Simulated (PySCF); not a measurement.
Mayer bond orders and bond lengths

Compound: cis-Si(NH3)2F4.
Geometry (PBE0-D3(BJ)/def2-SVP, Å), atoms numbered from 1 in this order:
```
atom  x, y, z in Å
Si1   -0.5894    0.0089   -0.6200
N2    -0.6276   -0.1164    1.4155
H3    -1.6090    0.1054    1.5935
H4    -0.0585    0.5496    1.9351
H5    -0.4574   -1.0673    1.7413
F6    -0.4081    0.1293   -2.2530
N7     1.4484    0.0919   -0.5520
H8     1.6680   -0.1168   -1.5278
H9     1.9250   -0.5963    0.0282
H10    1.7870    1.0317   -0.3488
F11   -2.2316   -0.0819   -0.5301
F12   -0.4933    1.6503   -0.3161
F13   -0.3230   -1.6405   -0.5437
```

Bond orders from the PBE0/pcSseg-1 density (PySCF). Geometry: PBE0-D3(BJ)/def2-SVP; no solvent, vibrations or thermal averaging.

Question: Give the Mayer order of every bond, beside its length.

Answer: 
```
   bond  length (Å)  Mayer order
 Si1–N2       2.040        0.382
 Si1–F6       1.647        0.843
 Si1–N7       2.041        0.381
Si1–F11       1.647        0.844
Si1–F12       1.672        0.771
Si1–F13       1.672        0.770
  N2–H3       1.022        0.936
  N2–H4       1.018        0.943
  N2–H5       1.020        0.938
  N7–H8       1.022        0.935
  N7–H9       1.019        0.943
 N7–H10       1.019        0.939
```

By pair of heavy elements: N–Si: all 2 within 0.02 of one another (0.381 to 0.382). F–Si: lowest Si1–F13 and Si1–F12 (0.770, 1.672 Å), highest Si1–F11 and Si1–F6 (0.844, 1.647 Å). Bonds named together lie within 0.004.

Question: Sum the orders of all bonds at each heavy atom with more than one neighbour.

Answer: Si1 3.991, N2 3.199, N7 3.198. Orders between atoms that aren't bonded are not in these sums.

Mayer orders depend on the basis set.

The run behind these numbers computed NMR shieldings as well. Time: 51 s (with the writing of density and orbital grids); peak memory 0.89 GiB. Hardware: AMD EPYC, one thread, no GPU, shared host with 64 logical CPUs at a one-minute load of 64.
